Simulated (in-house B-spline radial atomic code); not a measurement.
The zirconium ion Zr³⁺: [He] 2s1 2p6 3s2 3p6 3d10 4s2 4p6 4d2 (with a hole in an inner shell)

Level of theory: Dirac-Hartree-Fock, average of configuration, Fermi nucleus of rms radius 4.2694 fm; calculated with a radial B-spline atomic code at the basis-set limit.

Effective charges: Z_r = [3n² - l(l+1)]/(2<r>) from the radius, Z_e = n√(-2ε) from the energy, and Slater's rules. Values are occupation-weighted means over j. An effective charge above Z reflects the relativistic contraction of the inner shells.

```json
{"shell": "1s", "electrons": "2", "ε (eV)": "-18256", "<r> (bohr)": "0.03706", "Z_r": "40.48", "Z_e": "36.63", "Slater": "39.70"}
{"shell": "2s", "electrons": "1", "ε (eV)": "-2691.6", "<r> (bohr)": "0.1618", "Z_r": "37.09", "Z_e": "28.13", "Slater": "36.20"}
{"shell": "2p", "electrons": "6", "ε (eV)": "-2398.9", "<r> (bohr)": "0.1405", "Z_r": "35.60", "Z_e": "26.56", "Slater": "36.20"}
{"shell": "3s", "electrons": "2", "ε (eV)": "-507.52", "<r> (bohr)": "0.4474", "Z_r": "30.18", "Z_e": "18.32", "Slater": "29.60"}
{"shell": "3p", "electrons": "6", "ε (eV)": "-414.06", "<r> (bohr)": "0.4486", "Z_r": "27.86", "Z_e": "16.55", "Slater": "29.60"}
{"shell": "3d", "electrons": "10", "ε (eV)": "-257.85", "<r> (bohr)": "0.4322", "Z_r": "24.30", "Z_e": "13.06", "Slater": "19.85"}
{"shell": "4s", "electrons": "2", "ε (eV)": "-101.47", "<r> (bohr)": "1.171", "Z_r": "20.50", "Z_e": "10.92", "Slater": "13.25"}
{"shell": "4p", "electrons": "6", "ε (eV)": "-72.918", "<r> (bohr)": "1.288", "Z_r": "17.86", "Z_e": "9.26", "Slater": "13.25"}
{"shell": "4d", "electrons": "2", "ε (eV)": "-36.752", "<r> (bohr)": "1.703", "Z_r": "12.33", "Z_e": "6.57", "Slater": "4.65"}
```

The least bound orbital is 4d5/2 at -36.67 eV, and it is also the most diffuse (<r> = 1.707 bohr). The part-filled 2s shell lies below the filled 4p shell in orbital energy.

Spin-orbit splittings of the orbital energies (j = l + 1/2 above j = l - 1/2 when positive): 2p 88.05 eV, 3p 15.1 eV, 3d 2.908 eV, 4p 2.17 eV, 4d 0.1982 eV.

For the 1s electron the small component carries 2.12 % of the norm, the zero-frequency Breit interaction raises the level by 32.4 eV, self-energy by 17.92 eV, and vacuum polarisation lowers it by 2 eV.
